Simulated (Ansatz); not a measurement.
## GeHOSi: where a starting geometry ends

The starting geometry of this gas-phase doublet was optimised with GFN2-xTB.

```yaml
atoms:
  - { symbol: Ge, position_ang: [-1.9227, -1.6505, -3.5621] }
  - { symbol: O, position_ang: [-2.7034, -2.0003, -0.4059] }
  - { symbol: Si, position_ang: [-2.0076, -0.9957, -1.3085] }
  - { symbol: H, position_ang: [-1.4610, 0.2563, -0.7371] }
```

Task: Predict what becomes of its bonds when it is optimised with PBE0-D3(BJ)/def2-SVP.

Result: A new bond forms, giving a structure given below by its coordinates. Contacts that close: Ge1–O2 (3.27 → 2.01 Å).

The energy falls by 0.62 eV over 11 steps:

| step | E − E(last) (eV) |
| --- | --- |
| 1 | 0.620 |
| 2 | 0.563 |
| 3 | 0.541 |
| 4 | 0.487 |
| 5 | 0.298 |
| 7 | 0.030 |
| 8 | 0.001 |
| 9 | 0.000 |
| 10 | 0.000 |
| 11 | 0.000 |

Final geometry (Å):

```xyz
4

Ge   -2.2543   -2.1227   -3.1149
O    -2.5500   -1.9710   -1.1352
Si   -1.7518   -0.5741   -1.4942
H    -1.5385    0.2777   -0.2694
```

No frequencies were run, so the end isn't proven a minimum. Open shells are spin-unrestricted. Run with Ansatz 0.2.0, 32 s on 1 thread of Intel(R) Xeon(R) 6975P-C (Granite Rapids), with other jobs on the host.
